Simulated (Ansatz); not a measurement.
Start from `C[SiH](F)[GeH3]` and change one atom or group to get `C[SiH](F)PN`.

Ansatz, PBE0-D4/def2-TZVP geometries, multiplicity 1. Each molecule was computed in one conformer, which needn't be the lowest.

Scalar relativity is left out up to krypton.

```csv
property,`C[SiH](F)[GeH3]`
size of the dipole moment (PBE/def2-TZVPP) / D,1.58
LUMO energy (PBE/def2-TZVPP) / eV,-0.92
size of the dipole moment (B3LYP/def2-TZVPP) / D,1.61
HOMO–LUMO gap (B3LYP/def2-TZVPP) / eV,7.56
LUMO energy (PBE0/def2-TZVPP) / eV,-0.06
HOMO–LUMO gap (PBE0/def2-TZVPP) / eV,7.94
```

Problem. Give the same properties after the change, and the shifts. (An estimate is asked.)

Solution. Ansatz gave: 
```json
{"property": "size of the dipole moment (PBE/def2-TZVPP) / D", "`C[SiH](F)PN`": "0.86", "shift": "-0.72"}
{"property": "LUMO energy (PBE/def2-TZVPP) / eV", "`C[SiH](F)PN`": "-1.16", "shift": "-0.24"}
{"property": "size of the dipole moment (B3LYP/def2-TZVPP) / D", "`C[SiH](F)PN`": "0.88", "shift": "-0.73"}
{"property": "HOMO–LUMO gap (B3LYP/def2-TZVPP) / eV", "`C[SiH](F)PN`": "6.34", "shift": "-1.22"}
{"property": "LUMO energy (PBE0/def2-TZVPP) / eV", "`C[SiH](F)PN`": "-0.28", "shift": "-0.22"}
{"property": "HOMO–LUMO gap (PBE0/def2-TZVPP) / eV", "`C[SiH](F)PN`": "6.79", "shift": "-1.15"}
```

With PBE0 the HOMO rises by 0.95 eV and the LUMO falls by 0.22 eV, so the gap narrows by about 1.17 eV. PBE moves the HOMO by 0.94 eV and ωB97M-V by 0.87 eV. Dipoles are sizes alone; their direction can turn.

B3LYP here is the variant with VWN-RPA as its local correlation; programs differ in this.
